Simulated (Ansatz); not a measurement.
CF3NOSi, SMILES `O=C=N[Si](F)(F)F`, relaxed with RKS PBE0-D4/def2-TZVP in Ansatz from a PBE-D4/def2-SVP geometry. The force threshold is 0.005 eV/Å; the program also tests the step.

The species carries charge 0 and has multiplicity 1.

Start:

```xyz
7

O     2.706   -1.353   -0.564
C     1.668   -0.841   -0.358
N     0.597   -0.314   -0.149
Si   -0.874    0.438    0.184
F    -1.993   -0.020   -0.875
F    -0.721    2.037    0.102
F    -1.384    0.053    1.660
```

```
step  energy (eV)  largest force (eV/Å)  largest move (Å)
   1  -20598.8443                 1.509             0.000
   2  -20598.9581                 0.738             0.038
   3  -20598.9926                 0.056             0.025
   4  -20598.9928                 0.024             0.002
   5  -20598.9929                 0.008             0.029
   6  -20598.9929                 0.003             0.001
```

End:

```xyz
7

O     2.671   -1.322   -0.536
C     1.641   -0.827   -0.352
N     0.575   -0.320   -0.170
Si   -0.866    0.432    0.179
F    -1.967   -0.005   -0.844
F    -0.705    1.988    0.103
F    -1.348    0.053    1.620
```

Run time 22 s (4 threads of a server CPU on a shared host); peak host memory 0.63 GiB.
